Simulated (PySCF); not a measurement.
PW: one state, many levels of theory

State: ⁴Σ⁻ (quartet), unpaired electrons σ ↑, δ ↑↑. Set-up: P def2-TZVPP, W def2-TZVPP with ECP60; scalar-relativistic core potentials (PySCF 2.14). De refers to P + W (5d4 6s2) in their high-spin ground configurations, without counterpoise correction. The functionals are run spin-unrestricted. A positive dipole means P(−)W(+). Levels whose curve was spin-contaminated or gave no clean fit are not listed.

```json
{"Level": "ROHF", "Re (Å)": "2.076", "ωe (cm⁻¹)": "622", "De (eV)": "n/a", "μ (D)": "5.34"}
{"Level": "ROHF-MP2", "Re (Å)": "2.131", "ωe (cm⁻¹)": "517", "De (eV)": "n/a", "μ (D)": "n/a"}
{"Level": "ROHF-SCS-MP2", "Re (Å)": "2.131", "ωe (cm⁻¹)": "521", "De (eV)": "n/a", "μ (D)": "n/a"}
{"Level": "ROHF-CCSD", "Re (Å)": "2.114", "ωe (cm⁻¹)": "545", "De (eV)": "n/a", "μ (D)": "n/a"}
{"Level": "ROHF-CCSD(T)", "Re (Å)": "2.132", "ωe (cm⁻¹)": "528", "De (eV)": "n/a", "μ (D)": "n/a"}
{"Level": "PBEsol", "Re (Å)": "2.115", "ωe (cm⁻¹)": "532", "De (eV)": "n/a", "μ (D)": "3.11"}
{"Level": "BP86", "Re (Å)": "2.126", "ωe (cm⁻¹)": "522", "De (eV)": "n/a", "μ (D)": "3.08"}
```

Problem. What does second-order correlation do here, going from ROHF to ROHF-MP2?

Solution. ROHF-MP2 less ROHF: +5.5 pm in Re, -16.9 % in ωe. Correlation nearly always deepens the well. The bond lengthens, as in strong covalent bonds, where excitations into antibonding orbitals dominate.

Problem. What does all correlation do here, going from ROHF to ROHF-CCSD(T)?

Solution. ROHF-CCSD(T) less ROHF: +5.6 pm in Re, -15.1 % in ωe. Correlation nearly always deepens the well. The bond lengthens, as in strong covalent bonds, where excitations into antibonding orbitals dominate.

Correlated steps freeze 5 core orbitals. De is left out where the level can put another filling of the metal’s s and d shells below the measured ground configuration, by anything from nothing to about 1 eV. Spin–orbit coupling is left out, which matters for elements this heavy, above all for dissociation energies. The CCSD T1 diagnostic is raised, a sign that a single reference may not be enough here. UHF is strongly spin-contaminated for PW, so the ROHF reference used there is far from stable. With d or f electrons several states lie close, and the lowest PBE0 determinant need not be the measured ground state.

The whole job (state search and all levels along the bond) took about 18 min on 2 threads of Arm Neoverse V1 (shared host), peak memory 4.2 GiB.
